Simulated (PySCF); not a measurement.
Potential energy surface of Cl2Zn, singlet: symmetric bend, bond length relaxed. Scanned: Cl-Zn-Cl angle. Other coordinates (Zn-Cl bond length) were minimised at PBE0/def2-TZVP.

Levels of theory: RKS-B3LYP/LANL2DZ = restricted B3LYP/LANL2DZ, with its core potentials past Ne in PySCF; RKS-B3LYP/6-31G* = restricted B3LYP/6-31G*, spherical d (PySCF); RHF/3-21G = restricted Hartree-Fock/3-21G in PySCF; wB97X-V/def2-TZVP, density fitting (PySCF).

Energies relative to the lowest point of each profile, in kJ/mol; the last columns give the difference from wB97X-V:

```tsv
a / °	RKS-B3LYP/LANL2DZ	RKS-B3LYP/6-31G*	RHF/3-21G	wB97X-V	RKS-B3LYP/LANL2DZ − wB97X-V	RKS-B3LYP/6-31G* − wB97X-V	RHF/3-21G − wB97X-V
180	0.0	0.0	1.9	0.0	0.0	0.0	1.9
170	0.9	1.5	1.0	2.3	-1.4	-0.8	-1.3
160	4.1	6.3	0.0	9.1	-5.0	-2.8	-9.1
150	9.7	14.9	1.5	20.3	-10.6	-5.4	-18.8
140	18.7	27.8	8.1	35.7	-17.0	-7.9	-27.6
130	31.4	45.4	21.0	55.3	-23.9	-9.9	-34.3
120	48.5	67.7	40.4	79.2	-30.7	-11.6	-38.8
110	70.7	95.4	66.8	108.3	-37.6	-12.8	-41.5
100	99.5	130.6	101.3	144.4	-44.9	-13.8	-43.1
90	138.1	177.5	147.7	192.2	-54.0	-14.7	-44.5
```

RKS-B3LYP/LANL2DZ is furthest from wB97X-V at 90 (-54.0 kJ/mol, below); its mean absolute difference over the points is 22.5 kJ/mol.

RKS-B3LYP/6-31G* is furthest from wB97X-V at 90 (-14.7 kJ/mol, below); its mean absolute difference over the points is 8.0 kJ/mol.

RHF/3-21G is furthest from wB97X-V at 90 (-44.5 kJ/mol, below); its mean absolute difference over the points is 26.1 kJ/mol.

The scan ran from 180.0 to 80.0; beyond the range shown the relaxed coordinates jump or full CI changes its symmetry label.
